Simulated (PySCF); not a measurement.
## Electron correlation in N²⁺ (nitrogen, charge +2)

[He] 2s2 2p1, 2P determinant. Calculation: PySCF 2.14, in dyall-av3z; the non-relativistic Hamiltonian (point nucleus). Frozen: 1s2; 3 electrons correlated; the 14 highest virtual orbitals of each spin left out.

MP2 pair energies summed by pair of shells (mhartree):

```json
{"pair": "2s-2s", "energy": "-34.89", "share (%)": "58.9"}
{"pair": "2s-2p", "energy": "-24.38", "share (%)": "41.1"}
```

Total MP2 correlation energy: -59.27 mhartree.

Same-spin part -3.92 and opposite-spin part -55.35 mhartree; SCS-MP2 scales them by 1/3 and 6/5 to -67.73 mhartree.
